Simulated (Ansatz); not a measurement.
Relaxation of C$_{2}$H$_{4}$AlN (8 atoms, charge 0, multiplicity 1), to a largest force component of 0.02 eV/Å in at most 50 steps.

Method: RKS B3LYP-D4/6-31G in Ansatz 0.2.0.

```xyz
8
Properties=species:S:1:pos:R:3:forces:R:3
C 0.219 2.101 -0.932 -0.82 3.60 -2.57
C 0.346 1.078 -0.320 -1.52 -4.31 0.49
N 0.470 -0.086 0.354 -0.30 0.30 -0.43
Al -0.555 -1.560 0.429 0.61 0.12 0.41
H 0.116 3.002 -1.454 0.12 0.70 -0.22
H 1.129 1.185 0.431 2.32 0.01 2.39
H -1.864 -1.775 -0.353 -0.75 0.15 -0.62
H -0.057 -2.680 1.359 0.35 -0.57 0.54
```

**Question.** Where does it end, and by what steps?

**Answer.** It converged. Limits of this set-up: no polarisation functions. After 11 steps the energy has fallen by 4.180 eV; H6 moved furthest, 1.17 Å. Parted: C2–H6. Joined: N3–H6.

```
step  energy less start (eV)  largest force component (eV/Å)  accepted
   0                  0.0000                           4.309       yes
   1                 -0.4079                           1.244       yes
   2                 -0.5766                           1.474       yes
   3                 -1.1286                           3.727       yes
   4                 -2.1723                           4.151       yes
   5                 -3.1743                           2.932       yes
   6                 -3.8755                           1.675       yes
   7                 -4.1076                           0.586       yes
   8                 -4.1570                           0.585       yes
   9                 -4.1733                           0.350       yes
  10                 -4.1800                           0.070       yes
  11                 -4.1803                           0.009       yes
```

```xyz
8
Properties=species:S:1:pos:R:3
C 0.063 2.184 -1.074
C 0.280 1.206 -0.385
N 0.503 0.104 0.375
Al -0.504 -1.419 0.410
H -0.127 3.038 -1.676
H 1.323 0.168 0.974
H -1.781 -1.495 -0.535
H 0.047 -2.521 1.424
```

The run took 44 s on 1 thread of Intel(R) Xeon(R) Platinum 8259CL CPU @ 2.50GHz (Skylake/Cascade Lake), with other jobs on the host, peak memory 0.18 GiB.
